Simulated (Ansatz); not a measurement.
Molecule: C2H6BClO2, charge 0, multiplicity 1. 
Structure (B3LYP-D3(BJ)/def2-TZVP (Ansatz, a first-principles code) minimum search):
```
B
O 1 1.3469
O 1 1.3469 2 118.24
C 3 1.4227 1 124.35 2 180.00
H 4 1.0879 3 106.98 1 180.00
H 4 1.0910 5 109.48 3 -120.32
H 4 1.0910 5 109.48 6 -119.35
C 2 1.4227 1 124.35 3 -180.00
H 8 1.0879 2 106.98 1 180.00
H 8 1.0910 9 109.48 2 -120.32
H 8 1.0910 9 109.48 10 -119.35
Cl 1 1.8006 2 120.88 8 0.00
```
Charge 0, spin multiplicity 1.

Basis-set convergence of Hartree-Fock and CCSD correlation energies (hartree) with Ansatz. Cores are frozen in the correlated levels unless marked. No spin-orbit coupling. No relativistic terms.

```json
[
 {"basis": "aug-cc-pV(D+d)Z", "functions": "201", "E(HF)": "-713.31062", "E(corr, CCSD)": "-0.97186"},
 {"basis": "aug-cc-pV(T+d)Z", "functions": "423", "E(HF)": "___", "E(corr, CCSD)": "___"}
]
```

Q: Some entries are withheld; supply them.

A: 
- aug-cc-pV(T+d)Z, E(HF): -713.39465
- aug-cc-pV(T+d)Z, E(corr, CCSD): -1.16760
